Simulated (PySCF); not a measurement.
**Which is lower?**

The two ends of one reaction step of SiH2OF2, closed shell (PBE0-D4/def2-TZVP).

A:

```csv
atom,x (Å),y (Å),z (Å)
Si1,0.4706,-0.0953,0.4931
H2,-0.8598,0.2235,-1.2013
O3,1.7052,-0.7888,-0.0105
H4,-0.2336,-0.1294,-1.4557
F5,0.2731,1.4437,0.7244
F6,-0.7922,-0.7566,1.1480
```

B:

Si1  (-0.379, 0.196, 0.397)
H2  (-1.170, 1.410, 0.203)
O3  (0.516, -0.051, -0.923)
H4  (1.099, -0.809, -0.989)
F5  (0.529, 0.337, 1.687)
F6  (-1.331, -1.037, 0.682)
(Å)

Computed with PySCF 2.14 with density fitting (its default auxiliary sets; JK sets also for MP2 and CCSD(T)) (basis: def2-TZVPP); correlated methods freeze the cores. B3LYP uses VWN-RPA correlation.

Task: Which structure is lower at CCSD(T), and by how much? (An estimate is asked for; the value comes from the calculation.)

Result: The calculation gives: B, by 243.5 kJ/mol (electronic energy, against the other). By their contacts, A is a complex of SiOF₂ ([O][Si]([F])[F]) + H₂ and B is SiH₂OF₂ ([OH][SiH]([F])[F]).

All methods give the same order:

| method | E(B) − E(A) (kJ/mol) |
| --- | --- |
| SPW92 | -232.8 |
| PBE-D4 | -217.3 |
| r2SCAN-D4 | -231.5 |
| PBE0-D4 | -243.9 |
| B3LYP-D4 | -235.2 |
| BHLYP-D4 | -263.0 |
| wB97M-V | -241.1 |
| HF | -287.6 |
| MP2 | -235.3 |
| CCSD | -252.8 |
| CCSD(T) | -243.5 |

T1 diagnostic: at most 0.015.

Labels in which every atom is bracketed show which atoms are joined, not bond orders.

For scale, one of the runs: CCSD(T)/def2-TZVPP, 163 basis functions, launched by `OMP_NUM_THREADS=4 python run.py`. Hardware: 4 CPU threads of an AMD EPYC, shared host. Wall time 4.7 min; peak host memory 1.6 GiB.
